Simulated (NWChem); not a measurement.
**Excited singlets of F$_{2}$Sn by symmetry**

```xyz
3

Sn     0.0000     0.0000     0.3462
F      1.4596     0.0000    -0.9616
F     -1.4596     0.0000    -0.9616
```
Charge 0, spin multiplicity 1.

The numbers come from NWChem runs, not from measurements. Structure: optimised with B3LYP/def2-SVP with def2 effective core potentials on Sn, a minimum by its harmonic frequencies.

Basis set: def2-SVPD. Symmetry labels belong to the abelian group C2v used in the runs, with the axes of the coordinates shown. Entries are the lowest vertical excitation energy of each symmetry in eV (for CIS and TDDFT among the lowest few roots); a state of one symmetry need not have the same character in every method. Symmetries that some method's roots don't reach, or where a double excitation leads the EOM-CCSD root, are left out.

Effective core potentials replace the inner electrons of Sn; spin-orbit coupling is left out. The correlated methods keep 6 core orbitals frozen. B3LYP has NWChem's definition, with VWN1-RPA local correlation. The structure started from a generated list of species. Coupled-cluster values serve here as a point of comparison, not as the truth.

| method | b2 | b1 |
|---|---|---|
| CIS | 5.78 | 7.89 |
| TD-PBE | 4.62 | 5.60 |
| TD-B3LYP | 4.93 | 6.27 |
| TD-CAM-B3LYP | 5.06 | 6.77 |
| EOM-CCSD | 5.21 | 7.23 |
